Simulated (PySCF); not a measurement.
Cr⁺: ionisation energy

Cr⁺ [Ar] 3d5 (6S) → Cr²⁺ [Ar] 3d4 (5D), as a difference of total energies. Computed with PySCF 2.14 in def2-TZVP, with the non-relativistic Hamiltonian (point nucleus). Correlated levels: valence: [Ar] frozen. The calculations carry no spin-orbit coupling.

| method | ionisation energy (eV) |
| --- | --- |
| UHF | 15.171 |
| r2SCAN | 17.004 |
| MN15 | 16.797 |
| MP2 (valence) | 16.012 |
| SCS-MP2 (valence) | 15.451 |

Question: How much does correlation contribute at MP2 (valence)?

Answer: 16.012 − (15.171) = 0.841 eV, measured against UHF.

These non-relativistic numbers lack the scalar-relativistic shift.

The reference lies between the lowest fine-structure levels, while these numbers refer to the centres of the terms.

Errors of the correlated levels include the incompleteness of this basis and the frozen core.

For comparison: 16.486 eV (measured; NIST Atomic Spectra Database, ionization energies).
